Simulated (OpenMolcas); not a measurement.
Ni VII: effect of the IPEA shift

```yaml
Program: OpenMolcas 26.06
Basis: ANO-RCC-VTZP [6s5p3d2f1g]
Scalar_Hamiltonian: DKH2, point nucleus
Active_space: 10 electrons in 8 orbitals (RAS1 3p, at most 2 holes; RAS2 3d)
State_averaging: 2S+1 = 5 even, 5 roots; 2S+1 = 3 even, 45 roots; 2S+1 = 1 even, 44 roots
Spin-orbit_coupling: state interaction with AMFI integrals over the reference wave functions, term energies averaged over their components
```

Methods on the same reference wave functions:
A. RASSCF
B. MS-RASPT2, IPEA 0 Eh, imaginary shift 0.1 Eh (closed shells correlated: 3s)
C. MS-RASPT2, IPEA 0.25 Eh, imaginary shift 0.1 Eh (closed shells correlated: 3s)

Energies in cm-1 above 3d4 5D0, the measured ground level; measured values from Corliss and Sugar, J. Phys. Chem. Ref. Data 10, 197 (1981).

| Level | A | B | C | Measured |
| --- | --- | --- | --- | --- |
| 3d4 5D0 | 0.0 | 0.0 | 0.0 | 0.0 |
| 3d4 5D1 | 300 | 300 | 299 | 279 |
| 3d4 5D2 | 868 | 866 | 864 | 804 |
| 3d4 5D3 | 1658 | 1654 | 1652 | 1520 |
| 3d4 5D4 | 2627 | 2620 | 2620 | 2392 |
| 3d4 3P0(1) | 30784 | 30310 | 30840 | 30077 |
| 3d4 3P1(1) | 32535 | 32080 | 32610 | 31836 |
| 3d4 3P2(1) | 35390 | 34900 | 35440 | 34555 |
| 3d4 3H4 | 35603 | 31840 | 32260 | 31672 |
| 3d4 3H5 | 36324 | 32520 | 32940 | 32286 |
| 3d4 3F2(1) | 36883 | 34610 | 35180 | 34247 |
| 3d4 3H6 | 37025 | 33230 | 33640 | 32877 |
| 3d4 3F3(1) | 37122 | 34700 | 35270 | 34317 |
| 3d4 3F4(1) | 37507 | 35010 | 35580 | 34576 |
| 3d4 3G3 | 42846 | 38710 | 39220 | 38160 |
| 3d4 3G4 | 43552 | 39400 | 39900 | 38746 |
| 3d4 3G5 | 44193 | 39970 | 40460 | 39247 |
| 3d4 1G4(1) | 52047 | 48520 | 48930 |  |
| 3d4 3D3 | 52719 | 47720 | 48320 |  |
| 3d4 3D2 | 52879 | 47960 | 48550 |  |
| 3d4 3D1 | 53221 | 48240 | 48830 |  |
| 3d4 1I6 | 54116 | 48600 | 48930 |  |
| 3d4 1S0 | 56077 | 52780 | 53400 |  |
| 3d4 1D2 | 62280 | 60490 | 60750 |  |

Deviations, from unrounded energies. A percentage is the sum of absolute deviations over the sum of measured energies, with the sign that they share, or ± where signs differ.

| Against measurement | Levels | A | B | C |
| --- | --- | --- | --- | --- |
| mean absolute deviation (cm-1) | 16 | 2400 | 320 | 700 |
| fine structure of the ground term (%) | 4 | +9.2 | +8.9 | +8.8 |
| other terms of the ground configuration (%) | 12 | +9.0 | +1.1 | +2.6 |

B lies closest to measurement on these levels and A furthest from it. The largest miss of B in the table is 3d4 3G5, by +720 cm-1. The ranking rests on the paired levels alone, and a cruder setting can come out closer through cancelling errors.

Between B and C the level of the table that moves most is 3d4 1S0, by 620 cm-1 (lowest in B, highest in C). Moves below CASPT2's spread within the term are not significant.

The mean deviations of B to C differ by less than CASPT2's widest spread within a term (1200 cm-1), so their order carries little weight.

From A to B the spin-free energies of the other terms of 3d4 shown, above 5D, scale by factors of 0.89 to 0.99.

The lowest spin-free term lies below A's lowest term by 0.304 hartree in B, 0.301 hartree in C.

CASPT2 does not keep the components of a term degenerate, so their means are used; among the terms shown or strongly mixed into the levels shown the widest spread is 1200 cm-1 (3d4 1I, C). Active for correlation alone: 3p; no level in the range computed is led by a configuration that opens it, so any true level of that kind is missing. The CASPT2 spread within a term exceeds the gap to the next term for 3d4 3D and 3d4 1G(1), 3d4 1G(1) and 3d4 1I, so the order of their levels is uncertain (figures for B; the like holds for C). Without dynamic correlation excited terms often stand tens of per cent too high (terms of higher spin than the ground term too low), and those without a measured partner can miss by more than the paired ones (holds for A). Some levels mix across a computed gap that differs much from the measured one, so their mixing is not that of the real levels (holds for A). Measured partners are found by configuration, term and J. A level has none where our copy of the source lacks it or the pairing is in doubt (some pairs that miss far off the trend of their configuration count as doubtful), and it then counts in no deviation. Only configurations of the active space appear. The table leaves out levels that lie high or whose names do not pair safely across all columns.

A number in round brackets counts repeated terms of one configuration in the order of the reference energies.
